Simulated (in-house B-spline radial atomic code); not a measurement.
## Binding energies in Ce4+

NIST's tabulated ground configuration is [Kr] 4d10 5s2 5p6; each binding energy is the energy of the ion with one electron taken from that subshell, relaxed, less that of the parent. All numbers are computed (Dirac-Hartree-Fock, average of configuration; Fermi nucleus of rms radius 4.8771 fm) with a B-spline radial code for spherical atoms, not measured. Energies include first-order Breit, QED and recoil terms.

```
subshell  X-ray name  binding energy (eV)  -ε (eV)  relaxation (eV)
      1s           K              40497.7  40722.5             68.6
      2s          L1               6613.1   6666.3             36.0
   2p1/2          L2               6222.9   6279.5             39.9
   2p3/2          L3               5781.9   5831.6             38.2
      3s          M1               1500.3   1518.4             15.1
   3p1/2          M2               1335.5   1353.9             15.7
   3d3/2          M4                961.9    979.6             16.9
   3d5/2          M5                943.5    960.6             16.6
      4s          N1                357.3    362.8              4.9
   4p1/2          N2                293.9    299.1              4.8
   4p3/2          N3                274.7    279.4              4.5
   4d3/2          N4                168.2    172.4              4.2
   4d5/2          N5                164.9    168.9              4.1
      5s          O1                88.83    89.58             0.66
   5p1/2          O2                67.88    68.56             0.61
   5p3/2          O3                64.57    65.14             0.55
```

Relaxation = -ε minus the binding energy without Breit, QED and recoil terms.

Emission lines follow as differences of binding energies, with λ = 12398.42 eV·Å / E:

| line | holes | energy (eV) | wavelength (Å) |
| --- | --- | --- | --- |
| K-L3 | 1s → 2p3/2 | 34715.8 | 0.35714 |
| K-L2 | 1s → 2p1/2 | 34274.8 | 0.36174 |
| L3-M5 | 2p3/2 → 3d5/2 | 4838.4 | 2.5625 |
| L2-M4 | 2p1/2 → 3d3/2 | 5261.0 | 2.3567 |
| L3-M1 | 2p3/2 → 3s | 4281.6 | 2.8957 |
| L2-N4 | 2p1/2 → 4d3/2 | 6054.7 | 2.0477 |

Question: What screening constant σ does Moseley's law, E = (3/4)·13.6057 eV·(Z - σ)², need for K-L3?

Answer: σ = -0.33.

Moseley's non-relativistic formula needs a falling, then negative, screening constant for heavy elements, because relativity binds the 1s electron more strongly than the formula allows.

Question: What does it cost to remove both a 4s and a 4p1/2 electron?

Answer: 675.56 eV, which is 24.36 eV more than the two single binding energies together.

Question: What does it cost to remove both a 3s and a 4p3/2 electron?

Answer: 1806 eV, which is 31 eV more than the two single binding energies together.
